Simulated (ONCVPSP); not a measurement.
## vanadium (V): ONCV pseudisation with PBE, scalar-relativistic reference atom.

```
Element                 : vanadium
Generator               : ONCVPSP 4.0.1
Type                    : optimised norm-conserving Vanderbilt (ONCV)
Functional              : PBE
Relativity              : scalar-relativistic
Frozen core             : [Ar]
Valence charge          : 5
Reference configuration : 3d3 4s2
Partial waves           : 4s: rc 2.30 bohr, ncon 4, nbas 8, qcut 3.3 1/bohr, 2 projectors, debl 1.7 Ha; p scattering state at 0.25 Ha: rc 2.50 bohr, ncon 3, nbas 8, qcut 3.6 1/bohr, 3 projectors, debl 2.4 Ha; 3d: rc 1.10 bohr, ncon 5, nbas 8, qcut 7.5 1/bohr, 3 projectors, debl 1.2 Ha; f scattering state at 0.24 Ha: rc 1.90 bohr, ncon 3, nbas 6, qcut 5.4 1/bohr, 3 projectors, debl 3.6 Ha
Local potential         : polynomial inside 0.75 bohr (lpopt 1, dvloc0 0 Ha)
Core correction         : none
```

In the p channel the program set the typed energies aside and used 0.050, 2.450, 4.850 Ha.

All-electron outer shells of the reference configuration (PBE, scalar-relativistic, ld1.x):

| shell | level (eV) | outermost node (bohr) | outermost maximum (bohr) |
| --- | --- | --- | --- |
| 3p | -44.04 | 0.35 | 0.84 |
| 3d | -5.16 | – | 0.90 |
| 4s | -4.70 | 1.17 | 2.76 |

Does the generator finish with these settings?

Yes, a potential is produced and its reference levels are reproduced.

Estimate the cutoffs (Ha) at which the residual kinetic energy of the hardest occupied pseudo-wave falls to 1 and 0.1 mHa per electron.

177 Ha and 198 Ha.

Does the potential have ghost states?

Ghosts flagged at negative energy: s at -145.9 eV, d at -351.3 eV; GHOST(+) flagged for p at 87.2 eV. A true bound ghost makes a file unfit for plane-wave use.

Which valence shell sets the plane-wave cutoff?

3d: 177 Ha for 1 mHa per electron, against 3 Ha for 4s.

Tests: 3d3 4s1; 3d3 4s0; 3d2 4s0; 3d4 4s0. Which has the largest error in its energy relative to the reference configuration, and how large is it?

3d2 4s0, with +343 meV (all-electron minus pseudo) on +50.93 eV.
